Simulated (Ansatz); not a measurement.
Reaction (substitution at a C–N bond): `[GeH3][NH]C1=C[SiH2]1` + HBr → `BrC1=C[SiH2]1` + `[NH2][GeH3]`

Isolated molecules relaxed with PBE0-D4/def2-TZVP in Ansatz; ΔE leaves out vibrations. CBS: MP2 limit from def2 TZ/QZ plus the TZ coupled-cluster correction, frozen cores. Functionals use def2-TZVPP. HSE06 is defined as in plane-wave codes. For Br, Ge outer-core shells are correlated without core-valence functions, which leaves a few kJ/mol of doubt a bond. Scalar relativity is left out up to krypton. Each species was taken in one conformer, which may not be the lowest.

| level | ΔE (kJ/mol) |
| --- | --- |
| PBE-D4 | 33.5 |
| HSE06 | 32.5 |

Problem. What does CCSD(T)/CBS give? (An estimate is asked.)

Solution. The calculation gave: +28.3 kJ/mol. The listed levels differ from it by 5.2, 4.2 kJ/mol.

Largest T1 diagnostic among the species: 0.013.

The D4 term adds +6.0 kJ/mol with B3LYP and +3.7 kJ/mol with PBE0; it sums over pairs of atoms, weighted by their polarisabilities, and B3LYP, whose exchange is more repulsive, gets the larger term. From BLYP to BHLYP (50 % exact exchange), in def2-TZVPP and without D4, ΔE moves by +8.7 kJ/mol.

B3LYP here is the variant with VWN-RPA as its local correlation; programs differ in this.
